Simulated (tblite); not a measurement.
Compound: C₆H₁₁F₂S (charge +1).
Z-matrix (Å and degrees, GFN2-xTB geometry), rows numbered from 1:
```
F 
C   1  1.3454
F   2  1.3508  1  106.78
C   2  1.5281  1  109.58  3   118.98
S   4  1.8403  2  109.73  1   -50.00
C   5  1.8306  4   99.94  2  -175.38
C   6  1.5197  5  106.42  4    87.01
C   7  1.5230  6  105.66  5    39.61
C   8  1.5223  7  106.62  6   -49.76
H   2  1.1006  1  109.00  3  -116.81
H   4  1.0899  2  108.78  1    66.31
H   4  1.0888  2  110.24  1  -172.01
H   6  1.0869  5  109.70  4   -37.46
H   6  1.0900  5  105.52  4  -154.55
H   7  1.0909  6  111.02  5   -80.41
H   7  1.0889  6  110.26  5   160.16
H   8  1.0890  7  111.68  6  -170.01
H   8  1.0904  7  109.96  6    70.06
H   9  1.0879  5  107.57  4   125.74
H   9  1.0875  5  108.50  4     8.34
```

All values are computed: GFN2-xTB (tblite) harmonic vibrations without scaling, gas phase. Errors from tens to a few hundred cm⁻¹ against measured bands are possible. One conformer, not necessarily the lowest.

Harmonic wavenumbers (cm⁻¹): 29.4, 76.2, 94.6, 134.7, 192.7, 253.0, 290.6, 362.5, 447.4, 470.9, 519.3, 591.4, 667.3, 670.7, 728.3, 799.6, 839.9, 871.7, 901.4, 929.1, 949.3, 989.4, 1006.5, 1013.3, 1058.7, 1085.5, 1100.9, 1126.2, 1131.1, 1175.5, 1185.1, 1204.3, 1228.9, 1233.7, 1239.7, 1251.5, 1293.3, 1323.4, 1374.7, 1421.3, 1425.1, 1467.4, 1478.5, 2903.5, 2997.7, 3007.6, 3010.5, 3015.8, 3018.6, 3028.3, 3033.0, 3034.1, 3038.3, 3040.6.

A = 2776, B = 866.8, C = 780.5 MHz; mass 153.055 u (most abundant isotopes); point group C1, symmetry number 1.

Question: What is the zero-point energy?

Answer: Half the sum of the wavenumbers: 35381 cm⁻¹ = 101.16 kcal/mol.

Question: Entropy at 200 K, 1 bar (ideal gas, RRHO, classical rotation)?

Answer: Translation 39.03, rotation 28.34, vibration 18.70: S = 86.1 cal/(mol K).

Question: And Cp and H(200 K) − H(0)?

Answer: Cp = 26.95 cal/(mol K), of which vibrations give 19.00 (their classical limit is 54 R = 107.3); H(200 K) − H(0) = 3.53 kcal/mol without the zero-point energy, 1.94 from vibrations.

Question: What must be added to the electronic energy to get the Gibbs energy at 200 K and 1 bar?

Answer: ZPE + [H(200 K) − H(0)] − T·S = 101.16 + 3.53 − 17.21 = 87.48 kcal/mol.

Question: Which modes carry the vibrational entropy at 200 K?

Answer: 29.4 cm⁻¹: 5.08; 76.2 cm⁻¹: 3.21; 94.6 cm⁻¹: 2.79; 134.7 cm⁻¹: 2.13; 192.7 cm⁻¹: 1.49; 253.0 cm⁻¹: 1.05 cal/(mol K); the other 48 give 2.96 together.

Question: How do the functions run with temperature in this model?

Answer: 
```json
{"T (K)": "150", "S (cal/(mol K))": "79.0", "Cp (cal/(mol K))": "22.2", "H − H(0) (kcal/mol)": "2.30", "G − H(0) (kcal/mol)": "-9.55", "ln q(vib)": "3.30"}
{"T (K)": "250", "S (cal/(mol K))": "92.6", "Cp (cal/(mol K))": "32.4", "H − H(0) (kcal/mol)": "5.01", "G − H(0) (kcal/mol)": "-18.15", "ln q(vib)": "5.75"}
{"T (K)": "298.15", "S (cal/(mol K))": "98.8", "Cp (cal/(mol K))": "37.9", "H − H(0) (kcal/mol)": "6.70", "G − H(0) (kcal/mol)": "-22.76", "ln q(vib)": "6.92"}
{"T (K)": "400", "S (cal/(mol K))": "111.6", "Cp (cal/(mol K))": "49.5", "H − H(0) (kcal/mol)": "11.16", "G − H(0) (kcal/mol)": "-33.48", "ln q(vib)": "9.45"}
{"T (K)": "600", "S (cal/(mol K))": "135.2", "Cp (cal/(mol K))": "67.0", "H − H(0) (kcal/mol)": "22.94", "G − H(0) (kcal/mol)": "-58.21", "ln q(vib)": "14.53"}
{"T (K)": "900", "S (cal/(mol K))": "165.7", "Cp (cal/(mol K))": "83.0", "H − H(0) (kcal/mol)": "45.67", "G − H(0) (kcal/mol)": "-103.50", "ln q(vib)": "21.96"}
```

q(vib) and H(0) count from the zero-point level.

Question: Blend soft modes into free rotors: weight 1/[1 + (100 cm⁻¹/ν̃)⁴] for the oscillator and the rest for a rotor with moment μB/(μ + B), μ = h/(8π²ν), B = 10⁻⁴⁴ kg m². What vibrational entropy results?

Answer: 16.85 cal/(mol K) in place of 18.70, which changes −T·S at 200 K by +0.37 kcal/mol.

Hindered rotation and anharmonicity are outside this model. Other conformers, if any are populated, would add a mixing term that is left out. The structure is chiral; the term R ln 2 for an equal mix with its mirror image is left out.
